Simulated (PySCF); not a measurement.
An unknown shows these calculated signals:

1H NMR (400 MHz, computed): δ 7.38 (br s, 1H), 6.78 (br s, 1H), 6.24 (br s, 1H), 4.71 (d, 2H), 4.04 (d, 6H), -0.87 (m, 1H).

13C{1H} NMR (computed): δ 175.8 (C), 152.8 (CH2), 144.0 (C), -20.1 (CH).

- geometry: GFN2-xTB
- GIAO PBE0/pcSseg-1 shieldings
- code: PySCF 2.14.0 with density-fitted response routines
- non-relativistic, one computed conformer, fast rotation and ring inversion assumed for equivalent nuclei, no solvent model

Shifts are taken against calculated references (same method and geometry level): 1H, 13C vs TMS.

Question: Which of these does the molecule contain: an aldehyde, a nitrile, a non-aromatic C=C double bond, a carboxylic acid, an N-methyl group, a Si–H bond?

Answer: 
- An aldehyde: no.
- A nitrile: no.
- A non-aromatic C=C double bond: yes.
- A carboxylic acid: yes (δC 175.8; δH 6.24 (br s)).
- An N-methyl group: no.
- A Si–H bond: yes (δH 4.71 (d)).

The data belong to `InChI=1S/C4H12O2Si3/c1-2(3(5)6)9-4(7)8/h4H,1,9H2,7-8H3,(H,5,6)`; they needn't prove each group on their own.

Carbon signals by region: 1 in the far downfield region (above 160 ppm), 2 in the sp2 and nitrile region (100–160 ppm), 1 below 50 ppm. Above 160 ppm: 175.8, carboxylic acid carbon.

OH and NH positions are those of a molecule without intermolecular hydrogen bonds; in solution they move with solvent, concentration and temperature, and exchange usually removes their couplings. Shifts are as computed. Against solution values, carbons near 30 ppm lie about +3 ppm off and those near 130 ppm about +5 ppm. Of 1211 compounds with measured shifts, 218 miss one by over three times the rms of a fit or turn the order of signals round; such compounds aren't used in these exercises. The C=O carbon of an acid or of an amide with N–H lies up to 10 ppm further downfield in solution, through hydrogen bonding that the calculation lacks. No couplings were computed; multiplicities are counted from neighbouring protons, with m where these are inequivalent, close in shift, in a saturated or five-membered ring or joined by F or P, and br s for small geminal =CH2 splittings.
